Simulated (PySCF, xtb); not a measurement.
B(H)(Br)(OEt) (C₂H₆BBrO), SMILES CCOBBr.

GFN2-xTB in xtb 6.7.1 at its own geometry gives an orbital gap of 5.03 eV and a dipole moment of 6.65 D.

Geometry optimised at PBE0-D3(BJ)/def2-SVP. The structure was generated by enumeration, and PubChem lists no compound with its InChIKey, so it may never have been made. The values are those of a single conformer.

Task: What does B3LYP/def2-TZVP (PySCF) give? (An estimate is asked for; the answer gives what the named calculation found.)

Result: gap 7.18 eV (levels -7.84 and -0.66 eV), dipole 2.99 D.
